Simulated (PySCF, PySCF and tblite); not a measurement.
A run on one conformer of C₆H₂₂O₉Si₄, numbered as in [CH3:1][O:2][SiH:3]([O:4][CH3:5])[O:6][Si@@H:7]([O:8][CH3:9])[O:10][Si@@H:11]([O:12][CH3:13])[O:14][SiH:15]([O:16][CH3:17])[O:18][CH3:19], from an ensemble study. The sound level was PBE0/6-31G* on GFN2-xTB geometries.

Input:

```
{"job": {"xc": "PBE0", "basis": "6-31G*", "scf": {"diis": false, "max_cycle": 52}, "kind": "nmr", "pop": false}, "charge": 0, "multiplicity": 1}
C      3.154765    -0.284228    -1.320397
O      2.706127     0.766951    -0.510093
Si     2.506471     0.862320     1.087191
O      1.760605     2.254914     1.393510
C      2.196855     3.527375     1.012958
O      1.514547    -0.218405     1.755492
Si     1.265918    -1.787423     1.553499
O      0.126956    -2.103652     2.646555
C     -0.647247    -3.269951     2.678411
O      0.838794    -2.197596     0.046957
Si    -0.250399    -1.871106    -1.096545
O     -1.671362    -2.379152    -0.509983
C     -2.930159    -2.075989    -1.050862
O     -0.275880    -0.327235    -1.536872
Si    -0.881940     1.152316    -1.284788
O     -1.886444     1.345213    -2.541069
C     -2.631020     2.488082    -2.840354
O     -1.800038     1.310887     0.035162
C     -1.497240     0.973920     1.366034
H      4.242063    -0.232940    -1.418051
H      2.688187    -0.168547    -2.298683
H      2.870868    -1.249819    -0.903270
H      3.786411     0.727737     1.781625
H      3.077075     3.812416     1.593345
H      2.453490     3.549561    -0.046599
H      1.388864     4.232319     1.210283
H      2.496922    -2.549749     1.712446
H     -1.065424    -3.479183     1.692216
H     -1.450913    -3.116693     3.399199
H     -0.037850    -4.121020     2.989397
H      0.223921    -2.598278    -2.261298
H     -2.956733    -1.048745    -1.418713
H     -3.151381    -2.753296    -1.878760
H     -3.674525    -2.207142    -0.264317
H      0.256763     2.054221    -1.324891
H     -3.250838     2.782192    -1.991701
H     -3.267068     2.261517    -3.696860
H     -1.968383     3.319092    -3.092452
H     -2.361853     1.242037     1.975695
H     -1.302239    -0.096017     1.452857
H     -0.613453     1.508915     1.712213
```

Command: OMP_NUM_THREADS=1 python ens_run.py task.json out

Output:

```
final grid: 334008 points
cycle   1  E = -2075.1770109172  dE =  3.288e+00  |g| = 1.759e+00  |ddm| = 5.989e+00
cycle   2  E = -2074.5361296344  dE =  6.409e-01  |g| = 2.531e+00  |ddm| = 3.333e+00
cycle   3  E = -2073.5370014564  dE =  9.991e-01  |g| = 3.474e+00  |ddm| = 4.248e+00
cycle   4  E = -2070.1261658662  dE =  3.411e+00  |g| = 5.260e+00  |ddm| = 7.375e+00
cycle   5  E = -2066.6059585297  dE =  3.520e+00  |g| = 6.815e+00  |ddm| = 9.024e+00
cycle   6  E = -2030.1050799794  dE =  3.650e+01  |g| = 1.154e+01  |ddm| = 4.321e+01
cycle   7  E = -1938.1477449754  dE =  9.196e+01  |g| = 1.727e+01  |ddm| = 4.736e+01
cycle   8  E = -1547.5707103383  dE =  3.906e+02  |g| = 2.314e+01  |ddm| = 1.378e+02
cycle   9  E = -1208.7370676529  dE =  3.388e+02  |g| = 2.418e+01  |ddm| = 1.876e+02
cycle  10  E = -874.4558681169  dE =  3.343e+02  |g| = 2.518e+01  |ddm| = 1.503e+02
cycle  11  E = -506.9945770873  dE =  3.675e+02  |g| = 2.184e+01  |ddm| = 1.684e+02
cycle  12  E = -537.0508360970  dE = -3.006e+01  |g| = 2.093e+01  |ddm| = 2.036e+02
cycle  13  E = -445.8552942774  dE =  9.120e+01  |g| = 2.001e+01  |ddm| = 1.899e+02
cycle  14  E = -529.3793770460  dE = -8.352e+01  |g| = 1.978e+01  |ddm| = 1.893e+02
cycle  15  E = -360.5200209888  dE =  1.689e+02  |g| = 2.046e+01  |ddm| = 1.878e+02
cycle  16  E = -492.5313302199  dE = -1.320e+02  |g| = 1.996e+01  |ddm| = 1.913e+02
cycle  17  E = -376.8418538715  dE =  1.157e+02  |g| = 2.050e+01  |ddm| = 1.898e+02
cycle  18  E = -499.1157429624  dE = -1.223e+02  |g| = 1.983e+01  |ddm| = 1.880e+02
cycle  19  E = -379.7919623449  dE =  1.193e+02  |g| = 2.075e+01  |ddm| = 1.832e+02
cycle  20  E = -498.8461991823  dE = -1.191e+02  |g| = 1.983e+01  |ddm| = 1.830e+02
cycle  21  E = -379.8765478898  dE =  1.190e+02  |g| = 2.076e+01  |ddm| = 1.829e+02
cycle  22  E = -498.8417234401  dE = -1.190e+02  |g| = 1.983e+01  |ddm| = 1.829e+02
cycle  23  E = -379.8774411461  dE =  1.190e+02  |g| = 2.076e+01  |ddm| = 1.829e+02
cycle  24  E = -498.8416842103  dE = -1.190e+02  |g| = 1.983e+01  |ddm| = 1.829e+02
cycle  25  E = -379.8774502045  dE =  1.190e+02  |g| = 2.076e+01  |ddm| = 1.829e+02
cycle  26  E = -498.8416838822  dE = -1.190e+02  |g| = 1.983e+01  |ddm| = 1.829e+02
cycle  27  E = -379.8774502953  dE =  1.190e+02  |g| = 2.076e+01  |ddm| = 1.829e+02
cycle  28  E = -498.8416838795  dE = -1.190e+02  |g| = 1.983e+01  |ddm| = 1.829e+02
cycle  29  E = -379.8774502962  dE =  1.190e+02  |g| = 2.076e+01  |ddm| = 1.829e+02
cycle  30  E = -498.8416838795  dE = -1.190e+02  |g| = 1.983e+01  |ddm| = 1.829e+02
cycle  31  E = -379.8774502962  dE =  1.190e+02  |g| = 2.076e+01  |ddm| = 1.829e+02
cycle  32  E = -498.8416838795  dE = -1.190e+02  |g| = 1.983e+01  |ddm| = 1.829e+02
cycle  33  E = -379.8774502962  dE =  1.190e+02  |g| = 2.076e+01  |ddm| = 1.829e+02
cycle  34  E = -498.8416838795  dE = -1.190e+02  |g| = 1.983e+01  |ddm| = 1.829e+02
cycle  35  E = -379.8774502962  dE =  1.190e+02  |g| = 2.076e+01  |ddm| = 1.829e+02
cycle  36  E = -498.8416838795  dE = -1.190e+02  |g| = 1.983e+01  |ddm| = 1.829e+02
cycle  37  E = -379.8774502962  dE =  1.190e+02  |g| = 2.076e+01  |ddm| = 1.829e+02
cycle  38  E = -498.8416838795  dE = -1.190e+02  |g| = 1.983e+01  |ddm| = 1.829e+02
cycle  39  E = -379.8774502962  dE =  1.190e+02  |g| = 2.076e+01  |ddm| = 1.829e+02
cycle  40  E = -498.8416838795  dE = -1.190e+02  |g| = 1.983e+01  |ddm| = 1.829e+02
cycle  41  E = -379.8774502962  dE =  1.190e+02  |g| = 2.076e+01  |ddm| = 1.829e+02
cycle  42  E = -498.8416838795  dE = -1.190e+02  |g| = 1.983e+01  |ddm| = 1.829e+02
cycle  43  E = -379.8774502962  dE =  1.190e+02  |g| = 2.076e+01  |ddm| = 1.829e+02
cycle  44  E = -498.8416838795  dE = -1.190e+02  |g| = 1.983e+01  |ddm| = 1.829e+02
cycle  45  E = -379.8774502962  dE =  1.190e+02  |g| = 2.076e+01  |ddm| = 1.829e+02
cycle  46  E = -498.8416838795  dE = -1.190e+02  |g| = 1.983e+01  |ddm| = 1.829e+02
cycle  47  E = -379.8774502962  dE =  1.190e+02  |g| = 2.076e+01  |ddm| = 1.829e+02
cycle  48  E = -498.8416838795  dE = -1.190e+02  |g| = 1.983e+01  |ddm| = 1.829e+02
cycle  49  E = -379.8774502962  dE =  1.190e+02  |g| = 2.076e+01  |ddm| = 1.829e+02
cycle  50  E = -498.8416838795  dE = -1.190e+02  |g| = 1.983e+01  |ddm| = 1.829e+02
cycle  51  E = -379.8774502962  dE =  1.190e+02  |g| = 2.076e+01  |ddm| = 1.829e+02
cycle  52  E = -498.8416838795  dE = -1.190e+02  |g| = 1.983e+01  |ddm| = 1.829e+02
SCF not converged, last energy = -498.8416838795
```

**Question.** What is wrong with this calculation?

**Answer.** The setting at fault: no DIIS. The run did not converge.
